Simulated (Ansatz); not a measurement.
Frontier orbitals of `F[SiH](S)[GaH2]`.

The species carries charge 0 and has multiplicity 1. Correlated methods include outer-core shells of Ga, which these sets cover unevenly. Scalar relativity is left out up to krypton. Geometry: relaxed with PBE0-D4/def2-TZVP. It is one conformer, not always the lowest. Basis def2-TZVPP, Ansatz 0.2.0.

Orbital energies of one run (eV). Highest occupied ones, from the top: -9.69, -10.65, -11.29, -12.07, -13.48, -14.75, -15.26, -15.64, -15.93, -18.27, -23.77, -25.92, -25.96, -26.12. Empty: -0.44, 1.82, 2.13, 2.87, 3.03, 3.48.

Task: Which functional gave them?
A. ωB97X-V
B. r2SCAN0
C. r2SCAN
D. PBE

Result: A. HOMO energies: ωB97X-V -9.69, PBE -6.38, r2SCAN -6.64, r2SCAN0 -7.65 eV.
